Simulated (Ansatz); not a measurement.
The same path of CH11GeNSi2 (16 atoms, charge 0, multiplicity 1) was run twice with different band settings. The coordinate that changes most is the dihedral H8–C1–N2–H9.

The calculation used Ansatz, RHF/def2-SVP.

Relaxed end points:

```xyz
16
Properties=species:S:1:pos:R:3
C 0.343 -2.391 -0.383
N 1.210 -1.337 0.091
Si 1.462 0.201 -0.646
Ge -0.563 1.530 -0.747
Si -1.600 1.654 1.432
H -0.572 -2.489 0.211
H 0.041 -2.195 -1.413
H 0.849 -3.360 -0.381
H 1.630 -1.515 0.981
H 2.454 0.918 0.191
H 1.995 0.073 -2.027
H -0.255 2.956 -1.244
H -1.575 0.915 -1.733
H -2.019 0.299 1.868
H -0.631 2.183 2.425
H -2.793 2.536 1.420
```

```xyz
16
Properties=species:S:1:pos:R:3
C 0.440 -2.285 -0.573
N 1.287 -1.193 -0.151
Si 1.346 0.396 -0.822
Ge -0.763 1.552 -0.548
Si -1.521 1.325 1.734
H -0.229 -1.957 -1.370
H 1.016 -3.128 -0.967
H -0.188 -2.659 0.241
H 1.968 -1.442 0.537
H 2.390 1.133 -0.069
H 1.710 0.410 -2.265
H -0.610 3.044 -0.895
H -1.844 0.976 -1.484
H -1.830 -0.098 2.022
H -0.455 1.771 2.666
H -2.739 2.133 1.988
```

Common settings: spring 5.0 eV/Å²; optimiser quadratic models (default); start path IDPP; force threshold 0.05 eV/Å; iteration limit 60; end points relaxed.

| run | movable images | climbing image |
| --- | --- | --- |
| 1 | 5 | yes |
| 2 | 6 | no |

Question: What does each run give, and how far can it be trusted?

Answer: Run 1: converged after 9 iterations, highest image 0.021 eV above the first end. A structure lower than the last end lies on the path between it and the top, so the climb from that side starts below the end, which may itself be a saddle point or a shallow side well. A vibrational analysis at the climbing image gives one clearly imaginary mode, 244i cm⁻¹: a first-order saddle point.
Run 2: converged after 8 iterations, highest image 0.015 eV above the first end. A structure lower than the last end lies on the path between it and the top, so the climb from that side starts below the end, which may itself be a saddle point or a shallow side well. No image climbed, so the highest image needn't sit at the top of the path.
